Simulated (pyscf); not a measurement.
`[F][N][F]` [doublet] + `[F][Ge][F]` [singlet] -> `[F][N][Ge]([F])([F])[F]` [doublet] (insertion; doublet surface; F–N broken, F–Ge, Ge–N formed). Optimised with ωB97X-D3(BJ)/def2-SVP in PySCF. Energies in kcal/mol from the separated reactants.

| level | barrier | reaction energy |
|---|---|---|
| PBE/def2-TZVP | 17.5 | -42.4 |
| r²SCAN/def2-TZVP | 15.9 | -52.4 |
| PBE0-D3(BJ)/def2-TZVP | ___ | ___ |
| M06-2X/def2-TZVP | 21.2 | -60.1 |
| ωB97M-D3(BJ)/def2-TZVP | 26.8 | -47.7 |
| HF/def2-TZVP | ___ | -58.8 |

Question: Some entries are withheld; supply them.

Answer: 
- PBE0-D3(BJ)/def2-TZVP, barrier: 23.6
- PBE0-D3(BJ)/def2-TZVP, reaction energy: -50.3
- HF/def2-TZVP, barrier: 31.6

The functionals in the table span 10.8 kcal/mol in this barrier, from r²SCAN to ωB97M-D3(BJ). One saddle was located; it need not be the lowest between these sides. An unrestricted DFT solution here is markedly spin-contaminated. Elements up to Kr have no core potential and no relativistic terms here.
